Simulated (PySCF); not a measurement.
## Working out the excitation energy of C⁺

C⁺ [He] 2s2 2p1 (2P) → C⁺ [He] 2s1 2p2 (4P). Calculation: PySCF 2.14, in x2c-TZVPPall (5s3p2d1f, 31 functions); the spin-free X2C one-electron Hamiltonian (Gaussian nucleus). Frozen: 1s2. Energies in hartree (1 hartree = 27.21139 eV):

```json
{"part": "UHF", "C⁺ (lower)": "-37.310662", "C⁺ (upper)": "-37.176255"}
{"part": "CCSD correlation", "C⁺ (lower)": "-0.073872", "C⁺ (upper)": "-0.015388"}
{"part": "(T)", "C⁺ (lower)": "-0.001135", "C⁺ (upper)": "-0.000048"}
```

Problem. What does Hartree-Fock give?

Solution. (-37.176255) − (-37.310662) = 0.134407 hartree = 3.657 eV.

Problem. What do CCSD and CCSD(T) give?

Solution. The CCSD correlation energies differ by 0.058484 hartree = 1.591 eV and the triples by 0.001087 hartree = 0.030 eV, so CCSD gives 5.248 eV and CCSD(T) 5.278 eV.

Measured between the centres of the two terms (NIST): 5.331 eV, so CCSD(T) (valence) is off by -0.053 eV.

What remains against the reference includes basis incompleteness, the frozen core and higher excitations.
